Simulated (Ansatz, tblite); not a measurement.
Cost and result up the ladder for SiF₄ (5 atoms). The state is a singlet with charge 0. Geometry: PBE-D4/def2-SVP.

```tsv
atom	x (Å)	y (Å)	z (Å)
Si1	0.0000	0.0000	0.0000
F2	-0.1399	-0.8038	-1.3795
F3	0.8327	-0.8802	1.0491
F4	-1.4581	0.3007	0.5935
F5	0.7653	1.3834	-0.2630
```

Ansatz on 4 threads of Arm Neoverse V1 on a shared host; xTB runs through tblite on one thread. Times are rough, summed over both states, and most runs start from the orbitals of an earlier one. No level here is sound enough to serve as a yardstick. The other state is a triplet.

The xTB rows come from tblite. HOMO above LUMO, or a gap near zero within one spin, warns that the state may not be the lowest or that an electron is smeared out.

xTB has no spin-polarisation term.

```json
{"level": "PBE-D4/def2-TZVP", "functions": "161", "vertical triplet (eV)": "9.34", "remarks": "gap within one spin near zero (triplet)"}
{"level": "r2SCAN-D4/def2-TZVP (with forces)", "functions": "161", "vertical triplet (eV)": "10.12", "remarks": "–"}
{"level": "GFN2-xTB", "functions": "25", "vertical triplet (eV)": "11.09", "remarks": "–"}
{"level": "GFN1-xTB", "functions": "25", "vertical triplet (eV)": "10.48", "remarks": "–"}
```

Estimate how long each takes.

GFN1-xTB 0.007 s; GFN2-xTB 0.007 s; PBE-D4/def2-TZVP 3.5 s; r2SCAN-D4/def2-TZVP (with forces) 12 s. On shared hardware such times vary by a factor of up to 3.
